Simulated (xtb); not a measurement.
NSi (SMILES N#[Si]), doublet, at a GFN2-xTB geometry. Base run: GFN0-xTB run with xtb.

Here is a job for xtb.
```
$ xtb mol.xyz --gfn 0 --uhf 1 --json

# file mol.xyz
2

Si    -0.00000000    -0.00000000    -0.52212322
N      0.00000000     0.00000000     1.04424644
```

Variants of this job, named by their change:

| change | ΔE vs base (mEh) |
|---|---|
| base | 0.000 |
| acc = 0.1 | 0.000 |
| etemp = 10000 | -58.752 |
| acc = 30 | 0.000 |
| etemp = 10 | 0.000 |
| acc = 1000 | 0.000 |
